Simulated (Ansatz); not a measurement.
`[OH][Hf]([F])([F])[SeH]` + `Br[SiH2]Br` → `[OH][Hf]([F])([F])[Br]` + `[SeH][SiH2]Br`  (redistribution)

Isolated molecules relaxed with PBE0-D4/def2-TZVP in Ansatz; ΔE leaves out vibrations. CCSD(T)/CBS adds triple-zeta CCSD(T) − MP2 to the extrapolated MP2 energy (def2 sets, frozen cores). DFT in def2-TZVPP. B3LYP here is the variant with VWN-RPA as its local correlation; programs differ in this. HSE06 is defined as in plane-wave codes. def2 core potentials past Kr. For Br, Hf, Se outer-core shells are correlated without core-valence functions, which leaves a few kJ/mol of doubt a bond. Scalar relativity is left out up to krypton. One conformer a species, not always the lowest.

`[OH][Hf]([F])([F])[SeH]`:

Z-matrix (Å, degrees):
```
Hf
F 1 1.901
F 1 1.901 2 106.7
O 1 1.898 2 111.4 3 121.8
Se 1 2.594 2 109.7 3 -118.7
H 4 0.952 1 167.2 2 -58.8
H 5 1.472 1 88.2 2 -121.4
```

`Br[SiH2]Br`:

```xyz
5

Br    0.883    0.732   -1.775
Si    0.096   -0.027    0.142
Br   -2.075   -0.398    0.005
H     0.328    0.998    1.179
H     0.768   -1.305    0.449
```

`[OH][Hf]([F])([F])[Br]`:

Cartesian coordinates in Å:
```
O -0.163 -0.112 -1.447
Hf -0.054 0.033 0.436
F -0.955 1.606 0.998
F -0.922 -1.457 1.231
Br 2.344 0.115 1.173
H -0.250 -0.185 -2.392
```

`[SeH][SiH2]Br`:

Cartesian coordinates in Å:
```
Se 1.193 1.377 -0.076
Si -0.141 -0.401 0.346
Br -0.238 -1.850 -1.335
H 0.254 1.931 -1.060
H -1.531 0.027 0.613
H 0.463 -1.083 1.511
```

**Question.** Is it downhill or uphill in electronic energy at CCSD(T)/CBS, and by how much? (Estimate.)

**Answer.** Ansatz gave: Downhill: ΔE = -35.2 kJ/mol.

**Question.** What do these levels give: BLYP-D4, B97M-V, B2PLYP, PBE, B3LYP, r2SCANh, HSE06, BHLYP, HF/def2-TZVPP, HF/def2-QZVPP, SCS-MP2/def2-QZVPP, HF/CBS(def2)? (Best estimate.)

**Answer.** Ansatz gave: BLYP-D4 -36.4, B97M-V -39.0, B2PLYP -36.2, PBE -35.5, B3LYP -36.5, r2SCANh -37.2, HSE06 -36.6, BHLYP -37.7, HF/def2-TZVPP -40.1, HF/def2-QZVPP -40.0, SCS-MP2/def2-QZVPP -35.4, HF/CBS(def2) -40.0 kJ/mol.

**Question.** What do rigid-rotor, harmonic-oscillator terms from PBE0-D4/def2-TZVP frequencies (298.15 K, 1 bar) make of the CCSD(T)/CBS value? (Best estimate.)

**Answer.** Ansatz gave: ΔZPE = +1.2 kJ/mol, ΔH = -34.6 kJ/mol, ΔS = -3 J/(mol·K), ΔG = -33.6 kJ/mol.

Largest T1 diagnostic among the species: 0.015.

Leaving LDA and LC-ωPBE aside and taking each functional with its dispersion term where it has one, the values, not all of them listed here, spread over 3.4 kJ/mol, from B97M-V to ωB97M-V. At CCSD(T), def2-SVP lies −6.4 kJ/mol from the extrapolated value and def2-TZVPP −0.5 kJ/mol. In def2-TZVPP, CCSD(T) changes the Hartree–Fock value by +4.4 kJ/mol (the triples alone add +0.6 kJ/mol) and MP2 by +5.1 kJ/mol.
